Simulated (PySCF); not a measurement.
Ge(F)4, SMILES [F][Ge]([F])([F])[F] (F₄Ge) (PBE0/def2-SVP optimised geometry):

```
5

F     -1.132     0.800     0.000
Ge    -0.566    -0.800     0.000
F     -1.131    -1.603     1.386
F     -1.133    -1.599    -1.387
F      1.132    -0.800     0.000
```

Computed with PySCF with PBE0/def2-TZVP.

Problem. What are the frontier orbital energies and the dipole moment?

Solution. HOMO-2 -12.69 eV, HOMO-1 -12.69 eV, HOMO -12.69 eV, LUMO -1.84 eV, LUMO+1 1.71 eV; dipole moment 0.00 D.

On the same geometry PBE/def2-TZVP in PySCF gives HOMO-2 -10.48 eV, HOMO-1 -10.48 eV, HOMO -10.48 eV, LUMO -2.99 eV, LUMO+1 0.71 eV; dipole moment 0.00 D.

Meta-Löwdin charges at PBE0/def2-TZVP: F1 -0.46, Ge2 1.86, F3 -0.46, F4 -0.46, F5 -0.46.
